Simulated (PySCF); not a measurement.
Ligands exchanged one at a time, Ga F-Br. Isolated molecules, 0 K electronic values unless said otherwise. Strings in code marks are SMILES.

The S1–T1 gap (TDA) from two functionals at the same geometries (PBE0-D4/def2-TZVP), both in PySCF: PBE-D3(BJ)/def2-TZVP and B3LYP-D3(BJ)/def2-TZVP. B3LYP has the VWN-RPA correlation part, as in Gaussian. Excitations are Tamm–Dancoff values on a coarser integration grid. The basis has no diffuse functions, so Rydberg states are missing or too high.

```tsv
species	PBE-D3(BJ)/def2-TZVP (eV)	B3LYP-D3(BJ)/def2-TZVP (eV)
0 of 3 F replaced by Br (`[F][Ga]([F])[F]`)	0.33	0.36
1 of 3 F replaced by Br	0.38	0.41
2 of 3 F replaced by Br	0.35	0.38
3 of 3 F replaced by Br (`[Ga]([Br])([Br])[Br]`)	0.30	0.33
```

Over these rows, drawn at random from the members with no instability flagged (it was tested for open shells, ions and some series alone), PBE minus B3LYP-D3(BJ): mean -0.03 eV, from -0.04 eV to -0.03 eV.
